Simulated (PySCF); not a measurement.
WF₅, SMILES [F][W]([F])([F])([F])[F] (connectivity only; charge and spin as stated), neutral, multiplicity 2.

Coordinates come from a PBE-D3(BJ)/def2-SVP optimisation. The multiplicity is an assumed one; no other spin state was optimised. The isomer is the one that the SMILES or the coordinates give; other isomers of the formula were not compared. The def2 effective core potentials stand for the cores of W; spin–orbit coupling is left out.

The numbers are results of PBE-D3(BJ)/def2-SVP run with PySCF, not measurements.

Frequencies are harmonic and unscaled.

Computed harmonic wavenumbers and intensities:
```json
[
 {"mode": "1", "ν (cm⁻¹)": "66", "IR (km/mol)": "1.6", "moving atoms (share of kinetic energy)": "F 99 %"},
 {"mode": "2", "ν (cm⁻¹)": "90", "IR (km/mol)": "0.2", "moving atoms (share of kinetic energy)": "F 100 %"},
 {"mode": "3", "ν (cm⁻¹)": "180", "IR (km/mol)": "14.9", "moving atoms (share of kinetic energy)": "F 78 %, W 22 %"},
 {"mode": "4", "ν (cm⁻¹)": "189", "IR (km/mol)": "16.6", "moving atoms (share of kinetic energy)": "F 84 %, W 16 %"},
 {"mode": "5", "ν (cm⁻¹)": "221", "IR (km/mol)": "22.4", "moving atoms (share of kinetic energy)": "F 84 %, W 16 %"},
 {"mode": "6", "ν (cm⁻¹)": "256", "IR (km/mol)": "3.6", "moving atoms (share of kinetic energy)": "F 98 %"},
 {"mode": "7", "ν (cm⁻¹)": "322", "IR (km/mol)": "2.6", "moving atoms (share of kinetic energy)": "F 98 %"},
 {"mode": "8", "ν (cm⁻¹)": "615", "IR (km/mol)": "0.0", "moving atoms (share of kinetic energy)": "F 100 %"},
 {"mode": "9", "ν (cm⁻¹)": "658", "IR (km/mol)": "112.2", "moving atoms (share of kinetic energy)": "F 89 %, W 11 %"},
 {"mode": "10", "ν (cm⁻¹)": "684", "IR (km/mol)": "175.3", "moving atoms (share of kinetic energy)": "F 84 %, W 16 %"},
 {"mode": "11", "ν (cm⁻¹)": "706", "IR (km/mol)": "106.9", "moving atoms (share of kinetic energy)": "F 89 %, W 11 %"},
 {"mode": "12", "ν (cm⁻¹)": "713", "IR (km/mol)": "49.2", "moving atoms (share of kinetic energy)": "F 95 %"}
]
```
